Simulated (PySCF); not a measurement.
**`CC(C)N([SiH3])[SiH2]C[SiH3]`: 4 charge schemes on one density**

Compound: C4H17NSi3.
Structure used (PBE0-D3(BJ)/def2-SVP), in Å, numbered top down from 1:
```
atom  x, y, z in Å
C1    -2.7321   -0.8550   -0.5848
C2    -1.8049    0.3530   -0.5199
C3    -2.5319    1.6274   -0.1076
N4    -0.6218    0.0973    0.3242
Si5   -0.7577   -0.3379    2.0111
Si6    0.9040    0.1553   -0.5260
C7     2.3244   -0.2353    0.6343
Si8    4.0172   -0.3013   -0.1874
H9    -2.1774   -1.7497   -0.9037
H10   -3.5547   -0.6845   -1.2962
H11   -3.1820   -1.0629    0.3994
H12   -1.4293    0.5192   -1.5483
H13   -2.9610    1.5290    0.9017
H14   -1.8379    2.4807   -0.1022
H15   -3.3563    1.8536   -0.8014
H16    0.1541    0.4924    2.8569
H17   -0.4176   -1.7741    2.2732
H18   -2.1590   -0.1095    2.4723
H19    0.8940   -0.8278   -1.6589
H20    1.1070    1.5102   -1.1350
H21    2.1461   -1.2114    1.1187
H22    2.3614    0.5230    1.4347
H23    5.0753   -0.6307    0.8167
H24    4.3487    1.0178   -0.8087
H25    4.0393   -1.3451   -1.2576
```

Density: PBE0/pcSseg-1 (PySCF); schemes: Mulliken, IAO, Hirshfeld and ESP-fitted. Isolated species at its PBE0-D3(BJ)/def2-SVP geometry (one conformer only).

Task: What partial charge does each atom carry?

Result: In e; atoms taken as equivalent share a row and are averaged (×n: the atom named and its like, n in all):

```tsv
atom	environment	Mulliken	IAO	Hirshfeld	ESP-fitted
C1/C3	methyl carbon	-0.215	-0.415	-0.120	-0.545
C2	sp3 carbon bound to nitrogen	-0.135	+0.024	+0.032	+0.571
N4	nitrogen bridging silicon atoms	-0.918	-0.774	-0.259	-0.491
Si5	SiH3 silicon	+0.590	+0.697	+0.333	+0.352
Si6	SiH2 silicon	+0.805	+0.875	+0.354	+0.563
C7	sp3 carbon bound to silicon	-0.915	-0.835	-0.245	-0.424
Si8	SiH3 silicon	+0.479	+0.599	+0.312	+0.363
H9 (×6)	methyl hydrogen	+0.119	+0.138	+0.040	+0.131
H12	methine hydrogen	+0.122	+0.123	+0.037	-0.029
H16/H17/H18	Si–H hydrogen	-0.095	-0.132	-0.081	-0.092
H19/H20	Si–H hydrogen	-0.091	-0.149	-0.089	-0.152
H21/H22	methylene hydrogen	+0.191	+0.165	+0.046	+0.134
H23/H24/H25	Si–H hydrogen	-0.074	-0.115	-0.078	-0.098
```

Mean size of the charges over all atoms: IAO 0.278 e, Mulliken 0.247 e, ESP-fitted 0.232 e, Hirshfeld 0.112 e. Each set sums to the total charge, 0, to within 0.001 e. The IAO scheme counts the electrons in orthogonalised intrinsic atomic orbitals, a minimal basis polarised so that it spans the occupied orbitals exactly. The Mulliken scheme counts on each atom the diagonal of the density matrix times the overlap matrix over that atom's basis functions.

Lowest charge. The schemes don't all agree: Mulliken N4 (-0.918); IAO C7 (-0.835); Hirshfeld N4 (-0.259); ESP-fitted C1/C3 (-0.545).

Highest charge. The schemes don't all agree: Mulliken Si6 (+0.805); IAO Si6 (+0.875); Hirshfeld Si6 (+0.354); ESP-fitted C2 (+0.571).

Task: How many electrons does the Mulliken scheme count on C2?

Result: Z − q = 6 − (-0.135) = 6.135.

Task: How closely do the schemes follow one another over all atoms?

Result: Correlation coefficient and root-mean-square difference: Mulliken with IAO 0.97, 0.085 e; IAO with Hirshfeld 0.97, 0.235 e; Mulliken with Hirshfeld 0.92, 0.229 e; IAO with ESP-fitted 0.87, 0.188 e; Hirshfeld with ESP-fitted 0.84, 0.186 e; Mulliken with ESP-fitted 0.77, 0.229 e.

Task: Sum the charges by element, for elements with more than one atom.

Result: 
```json
{"element": "C", "atoms": "4", "Mulliken": "-1.482", "IAO": "-1.640", "Hirshfeld": "-0.452", "ESP-fitted": "-0.942"}
{"element": "Si", "atoms": "3", "Mulliken": "+1.874", "IAO": "+2.170", "Hirshfeld": "+1.000", "ESP-fitted": "+1.278"}
{"element": "H", "atoms": "17", "Mulliken": "+0.526", "IAO": "+0.244", "Hirshfeld": "-0.288", "ESP-fitted": "+0.155"}
```
